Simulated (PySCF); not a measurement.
An excited-state job on `C=CC[As](C)C`.

Method: TDDFT CAM-B3LYP/def2-SVPD, vertical, gas phase, core orbitals frozen in the response (PySCF 2.14.0, density-fitted response routines). Geometry: PBE0-D3(BJ)/def2-SVP. The command runs a driver script over a list of jobs; the input below is this job's line of settings and its coordinates in Å.

Command:
```bash
OMP_NUM_THREADS=1 python probes_run.py task.json out
```

Input:
```
{"job": {"kind": "uv", "xc": "CAM-B3LYP", "basis": "def2-SVPD", "dynamic": true, "nstates": 6, "ntriplets": 0}, "charge": 0, "multiplicity": 1}
C      2.995960    -0.243220     0.004053
C      1.806818    -0.000973     0.562215
C      0.566448    -0.790234     0.333444
As    -0.610891     0.067701    -1.027715
C     -2.249767    -0.918923    -0.569017
C     -1.021151     1.696580    -0.006693
H      3.153283    -1.096389    -0.665132
H      3.856143     0.401875     0.199007
H      1.708131     0.870393     1.222384
H      0.798643    -1.796775    -0.048607
H     -0.018923    -0.897670     1.261251
H     -2.139275    -1.972414    -0.867353
H     -3.097592    -0.493399    -1.126032
H     -2.467726    -0.869418     0.508709
H     -1.294465     1.468450     1.035017
H     -1.859017     2.219665    -0.491220
H     -0.149270     2.366369    -0.015419
```

Q: Give the output.

A: 
```
coarse grid: 60424 points
cycle   1  E = -2432.5579915255  dE = -4.010e-01  |g| = 3.715e-01  |ddm| = 6.152e+00
cycle   2  E = -2432.5725921507  dE = -1.460e-02  |g| = 3.041e-01  |ddm| = 9.712e-01
cycle   3  E = -2432.5909478796  dE = -1.836e-02  |g| = 3.167e-02  |ddm| = 4.058e-01
cycle   4  E = -2432.5912009258  dE = -2.530e-04  |g| = 1.374e-02  |ddm| = 8.845e-02
cycle   5  E = -2432.5912534708  dE = -5.255e-05  |g| = 2.967e-03  |ddm| = 3.434e-02
cycle   6  E = -2432.5912558821  dE = -2.411e-06  |g| = 1.051e-03  |ddm| = 6.911e-03
final grid: 128208 points
cycle   7  E = -2432.5912490469  dE = -7.017e-08  |g| = 1.205e-03  |ddm| = 7.883e-03
cycle   8  E = -2432.5912487993  dE =  2.476e-07  |g| = 1.592e-03  |ddm| = 3.826e-03
cycle   9  E = -2432.5912494462  dE = -6.469e-07  |g| = 7.420e-05  |ddm| = 2.114e-03
cycle  10  E = -2432.5912494481  dE = -1.944e-09  |g| = 2.883e-05  |ddm| = 1.847e-04
cycle  11  E = -2432.5912494485  dE = -3.220e-10  |g| = 1.087e-05  |ddm| = 1.105e-04
converged SCF energy = -2432.5912494485

Static polarisability (au): isotropic 97.108, principal 79.895 90.740 120.688

Singlet excitations
state   eV       nm        f      main configurations
  1   5.9318    209.0   0.19043   H->L 0.94
  2   6.3764    194.4   0.08677   H->L+1 0.69, H->L+2 0.17
  3   6.5896    188.2   0.01754   H->L+3 0.47, H->L+2 0.18, H-1->L 0.13
  4   6.7874    182.7   0.11919   H->L+2 0.47, H-1->L 0.21, H-1->L+2 0.10
  5   6.8919    179.9   0.21344   H-1->L 0.50, H->L+3 0.32
  6   7.0736    175.3   0.11463   H-1->L+2 0.49, H-1->L+3 0.20
```

The SCF starts on a coarse grid where the log names one; the energy can jump when the final grid takes over, and dE then counts from the start density on the new grid. H and L stand for HOMO and LUMO; the number after each pair is its weight.

Q: How does the lowest singlet excitation compare with the HOMO–LUMO gap?

A: HOMO -7.78 eV and LUMO 1.00 eV give a gap of 8.78 eV; S1 at 5.93 eV lies 2.85 eV below it.

Q: Give S1 in cm⁻¹ and kJ/mol.

A: 5.9318 eV × 8065.54 = 47843 cm⁻¹; × 96.485 = 572.3 kJ/mol.

Summary of the converged run: HOMO -7.78 eV, LUMO 1.00 eV; lowest singlet 5.93 eV; mean polarisability 97.1 au.

 The CAM-B3LYP/def2-SVPD calculation is non-relativistic and has no spin–orbit coupling, an omission that weighs most on arsenic.

Hardware: Intel Xeon Platinum 8488C, one thread, shared host. Cost: 49 s of wall time, 1.1 GiB resident at most.

One conformer stands for the species.
Labels such as C1 count atoms from 1, the log's own numbers from 0.
